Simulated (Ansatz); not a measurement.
Mulliken charges of CH3FSSi, SMILES `FC1[SiH2]S1` from r2SCAN/def2-TZVPP in Ansatz (PBE0-D4/def2-TZVP geometry).

```tsv
atom	x (Å)	y (Å)	z (Å)	charge (e)
F1	-1.909	0.103	0.436	-0.206
C2	-0.813	0.144	-0.378	0.106
Si3	0.883	-0.026	0.355	0.337
S4	-0.085	-1.497	-0.778	-0.215
H5	-1.032	0.736	-1.263	0.088
H6	0.978	-0.212	1.817	-0.049
H7	2.040	0.684	-0.235	-0.061
```

Q: By hand: the dipole of these point charges (1 e Å = 4.8032 D).

A: Σ q r = (0.360, 0.341, -0.029) e Å, of length 0.497 e Å = 2.39 D.

Q: How does the dipole of the full density compare? (Best estimate.)

A: Computed: (0.331, 0.265, -0.016) e Å, 2.04 D; the point charges give 1.17 times that, at 5° from its direction.

Point charges leave out the atoms' own dipoles, such as those of lone pairs, and Mulliken's split depends on the basis, so the two needn't agree.
